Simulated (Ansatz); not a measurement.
Harmonic frequencies (cm⁻¹) at PBE0-D4/def2-TZVP from Ansatz: 181, 367, 412, 503, 508, 577, 736, 849, 1563, 1987, 3610, 3703.

Each molecule was computed in one conformer, which needn't be the lowest.

(1) Which molecule is it?
A. `C[Se][Al]([F])[Cl]`
B. `C[O][Al]([F])[Br]`
C. `[CH3][AlH][OH]`
D. `[NH2][AlH][Cl]`

## Answers

(1) D.
